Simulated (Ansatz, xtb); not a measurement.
C4H7Cl2FSi: 5 structures ranked

5 gas-phase structures of C4H7Cl2FSi, from a drawn sample of its isomers (lower ones may exist). Each was relaxed with GFN2-xTB; where two conformers were screened, the lower at r2SCAN-D4/def2-SVP is listed:

A. `C/C(=C(/F)[SiH3])C(Cl)Cl`, a singlet
B. `FC[Si@@H]1C[C@H]1C(Cl)Cl`, a singlet
C. `F[C@@H](Cl)[C@@H]1C[Si@@H]1CCl`, a singlet
D. `F/C=C(\C[SiH3])C(Cl)Cl`, a singlet
E. `F[C@@H](Cl)[C@@H](Cl)[C@@H]1C[SiH2]1`, a singlet

Problem. Estimate their order in r2SCAN-D4/def2-SVP energy at these geometries, lowest first.

Solution. Calculated order at r2SCAN-D4/def2-SVP: D (0.0), C (1.3), A (3.0), E (17.8), B (49.9) kJ/mol. Less than 1 kcal/mol parts D and C; C and A, so the order within those pairs means little.

Energies above the lowest of each column, in kJ/mol; the last columns are at B3LYP/def2-SVP geometries (a dash: not run or not comparable):

| structure | GFN2-xTB | HF/STO-3G | r2SCAN-D4/def2-SVP | B3LYP/def2-SVP | CCSD(T)/def2-SVP + ΔMP2/def2-TZVPP |
| --- | --- | --- | --- | --- | --- |
| D | 12.3 | 21.7 | 0.0 | 0.0 | 0.0 |
| C | 107.3 | 7.1 | 1.3 | 13.5 | 2.1 |
| A | 0.0 | 0.0 | 3.0 | 1.9 | 3.0 |
| E | 73.3 | 54.5 | 17.8 | 36.3 | 24.8 |
| B | 112.5 | 59.8 | 49.9 | 57.9 | – |

CCSD(T)/def2-SVP + ΔMP2/def2-TZVPP has A and C and D within 1 kcal/mol of each other at the bottom, and every level picks one of them. Some further structures that were screened fall inside this span and aren't listed. Flexible structures stand in one conformer each, not always the lowest. Frequencies (GFN2-xTB) were run for A, C, D, E alone. The ΔMP2 step shifts differences by up to 18.3 kJ/mol, which makes them less sure. ΔMP2 is the change of the MP2 energy from the smaller to the larger basis.

Over these structures GFN2-xTB departs from r2SCAN-D4/def2-SVP by 33.6 kJ/mol on average once a common shift is removed. A GFN2-xTB relaxation took about 0.11 s and the r2SCAN-D4/def2-SVP energy about 3.6 s on a shared host (Ansatz 0.2.0, xtb 6.7.1).
